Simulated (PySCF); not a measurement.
Two species compared at the same levels of theory.

First species: C5H7NO2.
InChI=1S/C5H7NO2/c1-5(7-2)4(3-6)8-5/h4H,1-2H3/t4-,5-/m0/s1

Second species: C5H7NO2.
SMILES: `C=C(C(C)=O)C(N)=O`

Levels: PBE0/def2-SVPD for dipole moment, HOMO energy, LUMO energy, HOMO–LUMO gap, static isotropic polarisability and electronic spatial extent ⟨r²⟩ about the centre of nuclear charge; TDDFT PBE0/def2-SVPD for lowest singlet excitation; TDA PBE0/def2-SVPD for lowest triplet excitation (Tamm–Dancoff); GFN2-xTB for rotational constant A and rotational constant C. Geometries: GFN2-xTB. Each species is one conformer at its optimised geometry, gas phase, non-relativistic unless stated. Electronic properties by PySCF.

The conformers computed, where there is a choice (atom-mapped SMILES and torsion angles):
- `[CH3:1][O:2][C@@:3]1([CH3:4])[O:5][C@H:6]1[C:7]#[N:8]`: C1–O2–C3–C4 -86°
- `[CH2:1]=[C:2]([C:3]([CH3:4])=[O:5])[C:6]([NH2:7])=[O:8]`: C1–C2–C3–C4 0°, C1–C2–C6–N7 180°, H–N7–C6–C2 0°, H–N7–C6–C2 180°

Values for the first species:

```
Dipole moment                                                     : 4.60 D
HOMO energy                                                       : -8.39 eV
LUMO energy                                                       : -0.19 eV
HOMO–LUMO gap                                                     : 8.20 eV
Lowest singlet excitation                                         : 6.94 eV
Lowest triplet excitation (Tamm–Dancoff)                          : 5.82 eV
Static isotropic polarisability                                   : 69.6 au
Electronic spatial extent ⟨r²⟩ about the centre of nuclear charge : 944 bohr²
Rotational constant A                                             : 3.235 GHz
Rotational constant C                                             : 1.335 GHz
```

**Question.** Estimate the same properties for the second species, and the change in each.

**Answer.** 
| property | first | second | second less first |
| --- | --- | --- | --- |
| dipole moment | 4.60 D | 3.03 D | -1.57 D |
| HOMO energy | -8.39 eV | -7.55 eV | +0.84 eV |
| LUMO energy | -0.19 eV | -2.39 eV | -2.20 eV |
| HOMO–LUMO gap | 8.20 eV | 5.16 eV | -3.04 eV |
| lowest singlet excitation | 6.94 eV | 3.67 eV | -3.27 eV |
| lowest triplet excitation (Tamm–Dancoff) | 5.82 eV | 3.27 eV | -2.55 eV |
| static isotropic polarisability | 69.6 au | 73.9 au | +4.3 au |
| electronic spatial extent ⟨r²⟩ about the centre of nuclear charge | 944 bohr² | 987 bohr² | +43 bohr² |
| rotational constant A | 3.235 GHz | 3.527 GHz | +0.292 GHz |
| rotational constant C | 1.335 GHz | 1.158 GHz | -0.177 GHz |

On the first: In atomic units the dipole is 1.81 e·bohr (1 au = 2.5417 D). In wavenumbers S1 is 55900 cm⁻¹ (1 eV = 8065.54 cm⁻¹).

On the second: S1 lies 1.49 eV below the HOMO–LUMO gap; its leading configuration is HOMO→LUMO, weight 0.66. The principal polarisabilities are 47.7, 82.5 and 91.6 au; their mean is the isotropic value.
